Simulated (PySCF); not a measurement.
Gas-phase reaction: 2 BH2F + 3 NH2 + BF2 → borazine + 4 HF

Computed with PySCF and rigid-rotor harmonic-oscillator thermochemistry at 1 bar. † marks an energy on the PBE0/def2-TZVP geometry and frequencies; other levels use their own. 6-31G* has spherical d functions here. Open shells (unrestricted): NH2 (multiplicity 2), BF2 (multiplicity 2); the rest are closed-shell singlets. B3LYP is the form with VWN-RPA correlation. BH2F: computed as isolated molecules; such fragments, hydroxides, amides, oligomers or adducts are transient or little studied in the gas. The harmonic model lacks anharmonicity and excited electronic states, which grow with temperature; levels with a mode under 35 cm⁻¹ are left out.

ΔH° and ΔS° at 298 K: B3LYP/6-31G* -790 kJ, -294 J/K; B3LYP/def2-TZVP† -924 kJ, -294 J/K; BLYP/def2-TZVP† -902 kJ, -294 J/K.

### Question
With the heat capacities included, give log10 K (1 bar) at 500, 600, 1200, 2000, 2500 K from B3LYP/6-31G*, B3LYP/def2-TZVP†, BLYP/def2-TZVP†.

### Answer
```csv
T (K),B3LYP/6-31G*,B3LYP/def2-TZVP†,BLYP/def2-TZVP†
500,67.2,81.2,78.9
600,53.5,65.2,63.3
1200,19.6,25.4,24.4
2000,6.3,9.7,9.1
2500,2.4,5.1,4.7
```
